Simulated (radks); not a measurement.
The mean radii <r> (bohr) of the occupied orbitals of an atom or ion are listed with their occupations. All-electron calculation, scalar-relativistic Kohn-Sham, BLYP, spin-unpolarised, spherical densities, finite nucleus; Fermi nuclear charge, rms radius of each element as measured or else 0.836 A^(1/3) + 0.57 fm. Program: a radial shooting solver on a logarithmic mesh with Libxc functionals.

| orbital | occ. | <r> |
|---|---|---|
| 1s | 2 | 0.03040 |
| 2s | 2 | 0.1317 |
| 2p | 6 | 0.1148 |
| 3s | 2 | 0.3584 |
| 3p | 6 | 0.3571 |
| 3d | 10 | 0.3347 |
| 4s | 2 | 0.8752 |
| 4p | 6 | 0.9518 |
| 4d | 9 | 1.200 |

Name the element and its charge.

Answer. Z = 48, cadmium, charge +3: Cd3+ in [Kr] 4d9. The 1s radius gives Z: for a bare nucleus <r> = (2 gamma + 1)/(2Z) with gamma = sqrt(1 - (Z/c)^2), 0.02993 bohr for Z = 48, and screening makes it slightly larger (0.03040 here). The occupations add up to 45, and the charge is Z minus that.
